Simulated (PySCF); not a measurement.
One of the candidates below gave these computed data.

All candidates are C7H9NO2.

| technique | computed result |
| --- | --- |
| Dipole | 3.35 D [PBE0/pcSseg-1] |
| NMR, other nuclei | isotropic shieldings of nuclei other than C and H, by class: -27 (1 N), -377 (1 O), -344 (1 O) ppm [GIAO PBE0/pcSseg-1] |
| 13C NMR | chemical shifts (computed TMS as zero) by class: 203.2 (1 C), 197.0 (1 C), 129.8 (1 C), 48.3 (1 C), 28.1 (1 C), 25.3 (2 C) ppm [GIAO PBE0/pcSseg-1] |
| 1H NMR | chemical shifts (computed TMS as zero) by class: 9.27 (1 H), 3.17 (2 H), 1.61 (6 H) ppm [GIAO PBE0/pcSseg-1] |
| Rotational structure | rotational constants A, B, C: 2.196, 0.842, 0.703 GHz [GFN2-xTB] |

The electronic properties come from PySCF, for the isolated species, density fitting. Levels stand in brackets. Isolated species at its GFN2-xTB geometry (one conformer only). NMR values are class means; diastereotopic atoms form classes of their own.

**Question.** Which candidate is it?
A. `C=C[C@H](CC#N)OC(C)=O`
B. `CCOc1cc[n+]([O-])cc1`
C. `CC(C)(C#N)CC(=O)C=O`
D. `COc1ccc(OC)nc1`
E. `CN(C)C(=O)[C@H]1C=CC1=O`

**Answer.** C. It is `CC(C)(C#N)CC(=O)C=O`. Numbering: `[CH3:1][C:2]([CH3:3])([C:4]#[N:5])[CH2:6][C:7](=[O:8])[CH:9]=[O:10]`. Its formula, C7H9NO2, gives 4 degrees of unsaturation: 0 rings and 4 π bonds in the structure found. 7 carbons fall into 6 classes; from least to most shielded: ketone carbonyl carbon [C7] (203.2 ppm), aldehyde carbon [C9] (197.0 ppm), nitrile carbon [C4] (129.8 ppm), sp3 carbon next to a carbonyl [C6] (48.3 ppm), sp3 carbon next to a nitrile [C2] (28.1 ppm), methyl carbon [C1/C3] (25.3 ppm, 2 C). Hydrogen classes from least to most shielded: 1 H on an aldehyde carbon, C9 (9.27 ppm), 2 H on an sp3 carbon next to a carbonyl, C6 (3.17 ppm), 6 H on 2 methyl carbons, C1/C3 (1.61 ppm, a mean of values up to 1.2 ppm apart in this geometry). The other shieldings belong to: -27 ppm, nitrile nitrogen [N5]; -377 ppm, aldehyde oxygen [O10]; -344 ppm, ketone oxygen [O8]. By its constants the optimised geometry is an asymmetric top.

The others, at the same levels:
- `CN(C)C(=O)[C@H]1C=CC1=O` fails: it has 7 carbon classes against 6; its computed 13C shifts are 188.4 (1 C), 175.5 (1 C), 171.0 (1 C), 150.4 (1 C), 70.6 (1 C), 36.7 (1 C), 35.4 (1 C) ppm, 1H shifts are 8.67 (1 H), 6.42 (1 H), 4.54 (1 H), 3.27 (3 H), 3.12 (3 H) ppm and rotational constant A is 2.318 GHz (against 2.196 GHz).
- `C=C[C@H](CC#N)OC(C)=O` fails: it has 7 carbon classes against 6; its computed 13C shifts are 176.3 (1 C), 141.2 (1 C), 130.3 (1 C), 120.8 (1 C), 78.1 (1 C), 23.5 (1 C), 23.3 (1 C) ppm, 1H shifts are 6.10 (1 H), 5.88 (1 H), 5.84 (1 H), 5.19 (1 H), 3.13 (1 H), 2.14 (3 H), 2.09 (1 H) ppm and rotational constant A is 2.289 GHz (against 2.196 GHz).
- `CCOc1cc[n+]([O-])cc1` fails: it has 5 carbon classes against 6; its computed 13C shifts are 156.9 (1 C), 144.5 (2 C), 117.6 (2 C), 65.5 (1 C), 14.8 (1 C) ppm, 1H shifts are 8.17 (2 H), 6.75 (2 H), 4.32 (2 H), 1.31 (3 H) ppm and rotational constant A is 3.812 GHz (against 2.196 GHz).
- `COc1ccc(OC)nc1` fails: it has 7 carbon classes against 6; its computed 13C shifts are 166.0 (1 C), 156.8 (1 C), 134.9 (1 C), 131.8 (1 C), 116.1 (1 C), 56.3 (1 C), 55.9 (1 C) ppm, 1H shifts are 7.84 (1 H), 7.53 (1 H), 6.92 (1 H), 4.06 (3 H), 3.92 (3 H) ppm and rotational constant A is 3.930 GHz (against 2.196 GHz).

Each candidate is one conformer, not necessarily the lowest. The conformers computed, where there is a choice (atom-mapped SMILES and torsion angles):
- `[CH3:1][C:2]([CH3:3])([C:4]#[N:5])[CH2:6][C:7](=[O:8])[CH:9]=[O:10]`: C1–C2–C6–C7 60°, C2–C6–C7–O8 5°, C6–C7–C9–O10 -2°
- `[CH3:1][N:2]([CH3:3])[C:4](=[O:5])[C@H:6]1[CH:7]=[CH:8][C:9]1=[O:10]`: C1–N2–C4–O5 180°, N2–C4–C6–C7 -175°
- `[CH2:1]=[CH:2][C@H:3]([CH2:4][C:5]#[N:6])[O:7][C:8]([CH3:9])=[O:10]`: C1–C2–C3–C4 -108°, C2–C3–C4–C5 58°, C2–C3–O7–C8 -158°, C3–O7–C8–C9 177°
- `[CH3:1][CH2:2][O:3][c:4]1[cH:5][cH:6][n+:7]([O-:8])[cH:9][cH:10]1`: C1–C2–O3–C4 -79°, C2–O3–C4–C5 -2°
- `[CH3:1][O:2][c:3]1[cH:4][cH:5][c:6]([O:7][CH3:8])[n:9][cH:10]1`: C1–O2–C3–C4 180°, C5–C6–O7–C8 180°
